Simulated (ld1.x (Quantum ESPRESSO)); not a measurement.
Configuration tests for selenium (Se) (TM)

selenium (Se), norm-conserving Troullier–Martins (Kleinman–Bylander form), made with ld1.x (Quantum ESPRESSO) 7.5 (PBEsol, scalar-relativistic). Core [Ar], reference 3d10 4s2 4p3 (charge +1). Waves: 4p (bound): rc 1.20 bohr; 3d (bound): rc 0.85 bohr; 4s (bound): rc 1.60 bohr. Local part: the s channel. Core correction: Bessel-smoothed model core inside 0.80 bohr.

Energies are relative to the spin-unpolarised reference configuration 3d10 4s2 4p3; without spin polarisation the order of configurations can differ from experiment.

| valence configuration | charge | ΔE all-electron (eV) | error AE − PS (meV) |
| --- | --- | --- | --- |
| 3d10 4s2 4p4 | 0 | -10.850 | -1.7 |
| 3d10 4s2 4p2 | +2 | 20.367 | -5.5 |
| 3d10 4s2 4p1 | +3 | 51.269 | -12 |
| 3d10 4s2 4p0 | +4 | 93.479 | +4.0 |
| 3d9 4s2 4p4 | +1 | 53.238 | -1504 |

**Question.** What are ΔE and the potential's error for 3d10 4s1 4p5?

**Answer.** ΔE = 0.038 eV all-electron; the error (AE − PS) is -3.0 meV.

**Question.** What are ΔE and the potential's error for 3d10 4s1 4p4?

**Answer.** ΔE = 11.543 eV all-electron; the error (AE − PS) is -4.1 meV.

Levels in the configuration 3d10 4s2 4p2:

```
level  all-electron (eV)  pseudo (eV)
   3d            -75.822      -75.887
   4s            -37.669      -37.677
   4p            -25.491      -25.495
```

Note: ghost state, extra bound levels that the all-electron valence spectrum of the same l lacks: p at -53.6 eV. A true bound ghost makes a file unfit for plane-wave use.
